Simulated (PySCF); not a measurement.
**Curvature of the energy in the electron number along the 5p block, charge +1**

Calculated with PySCF 2.14, in aug-cc-pVTZ-DK3, spin-free X2C, aug-cc-pVTZ-PP with ECP28MDF, ECP: one orbital is emptied in steps, and each cell gives the departure of E from the straight line at half an electron, in eV (from a cubic fit). The exact functional gives zero.

| species | orbital | LDA | PBE | r2SCAN | PBE0 | BHandHLYP | LC-wPBE | wB97X | UHF |
| --- | --- | --- | --- | --- | --- | --- | --- | --- | --- |
| In+ | 5s beta | -1.03 | -1.03 | -0.89 | -0.74 | -0.51 | -0.07 | -0.18 | 0.06 |
| Sn+ | 5p alpha | -0.94 | -0.90 | -0.83 | -0.65 | -0.45 | -0.04 | -0.14 | 0.07 |
| Sb+ | 5p alpha | -1.02 | -0.98 | -0.91 | -0.71 | -0.47 | -0.06 | -0.15 | 0.09 |
| Te+ | 5p alpha | -1.09 | -1.06 | -0.98 | -0.76 | -0.50 | -0.09 | -0.17 | 0.12 |
| I+ | 5p beta | -1.09 | -1.04 | -0.95 | -0.74 | -0.49 | -0.06 | -0.25 | 0.17 |
| Xe+ | 5p beta | -1.16 | -1.12 | -1.02 | -0.79 | -0.51 | -0.10 | -0.25 | 0.19 |

Task: How does the mean departure depend on the functional?

Result: LDA -1.06 eV; PBE -1.02 eV; r2SCAN -0.93 eV; PBE0 -0.73 eV; BHandHLYP -0.49 eV; LC-wPBE -0.07 eV; wB97X -0.19 eV; UHF 0.12 eV. Semilocal functionals are convex (delocalisation error), Hartree-Fock is concave or straight, and exact exchange removes curvature roughly in proportion to its share, so among the functionals the range-separated hybrids usually come closest to zero.

No spin-orbit coupling is included.
